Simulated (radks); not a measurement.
Values are calculated unless marked as measured or tabulated.
Pb I, configuration [Xe] 4f14 5d9.5 6s2 6p2.5 (fractional occupations, a model configuration). Code: a radial shooting solver on a logarithmic mesh with Libxc functionals. Model: Dirac Kohn-Sham, LDA (Slater exchange, Perdew-Wang correlation), spin-unpolarised, spherical densities, finite nucleus; open shells fill j = l - 1/2 first; Fermi nuclear charge, rms radius 5.5012 fm.

Normalised radial functions P(r) = r R(r) (large component), r in bohr:

r	5d3/2	6s1/2
0.002498	0.0002	0.0597
0.002908	0.0003	0.0646
0.003413	0.0005	0.0696
0.003973	0.0007	0.0739
0.004662	0.0010	0.0778
0.005471	0.0014	0.0805
0.00637	0.0021	0.0816
0.007475	0.0031	0.0805
0.008702	0.0044	0.0768
0.01021	0.0065	0.0695
0.01189	0.0094	0.0585
0.01395	0.0138	0.0424
0.01624	0.0197	0.0224
0.01906	0.0285	-0.0032
0.02219	0.0401	-0.0309
0.02604	0.0568	-0.0616
0.03031	0.0778	-0.0894
0.03557	0.1064	-0.1128
0.04174	0.1424	-0.1248
0.0486	0.1830	-0.1205
0.05703	0.2307	-0.0953
0.06639	0.2768	-0.0507
0.07791	0.3192	0.0140
0.0907	0.3439	0.0825
0.1064	0.3410	0.1452
0.1239	0.2989	0.1765
0.1454	0.2046	0.1619
0.1693	0.0675	0.0960
0.1986	-0.1127	-0.0174
0.2331	-0.2988	-0.1433
0.2714	-0.4406	-0.2312
0.3185	-0.5079	-0.2470
0.3708	-0.4629	-0.1695
0.4351	-0.2924	-0.0062
0.5065	-0.0338	0.1788
0.5944	0.2916	0.3344
0.692	0.5927	0.3853
0.812	0.8412	0.3049
0.9453	0.9741	0.1127
1.109	0.9939	-0.1601
1.291	0.9145	-0.4216
1.516	0.7624	-0.6368
1.779	0.5810	-0.7516
2.07	0.4137	-0.7605
2.43	0.2650	-0.6823
2.829	0.1588	-0.5557
3.319	0.0835	-0.4035
3.864	0.0407	-0.2689
4.535	0.0167	-0.1563
5.279	0.0062	-0.0827
6.195	0.0018	-0.0366
7.212	0.0005	-0.0144
8.464	0.0001	-0.0045
9.853	0.0000	-0.0012
11.56	0.0000	-0.0002

5d3/2: eigenvalue -24.096 eV, 2 radial nodes at r = 0.180, 0.515 bohr, <r> = 1.27 bohr, 90 % of the charge inside 1.92 bohr. 6s1/2: eigenvalue -12.623 eV, 5 radial nodes at r = 0.0187, 0.0755, 0.194, 0.437, 1.01 bohr, <r> = 2.28 bohr, 90 % of the charge inside 3.35 bohr.
